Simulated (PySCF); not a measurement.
A structure optimised at PBE-D3(BJ)/def2-SVP, used in a PySCF frequency run:

```
C
H 1 1.1099
H 1 1.1142 2 106.00
C 1 1.5046 2 109.13 3 118.15
C 4 1.3443 1 124.90 2 0.10
H 5 1.1012 4 121.63 1 179.51
H 5 1.1037 6 116.97 4 -179.75
H 4 1.1049 5 118.83 6 0.74
C 1 1.5392 2 109.15 3 -116.88
H 9 1.1136 1 109.20 2 -69.88
H 9 1.1146 10 104.45 1 -116.51
C 9 1.5063 10 108.75 11 -114.69
C 12 1.3448 9 127.43 10 -132.54
H 13 1.1008 12 121.02 9 -178.57
H 13 1.1018 14 116.54 12 -179.84
H 12 1.1059 13 118.01 14 0.09
```
Charge 0, spin multiplicity 1.

**Question.** Write its SMILES and formula.

**Answer.** C=CCCC=C, C6H10

**Question.** What are its rotational constants (standard atomic weights)?

**Answer.** 7.2786, 1.9224, 1.6906 GHz
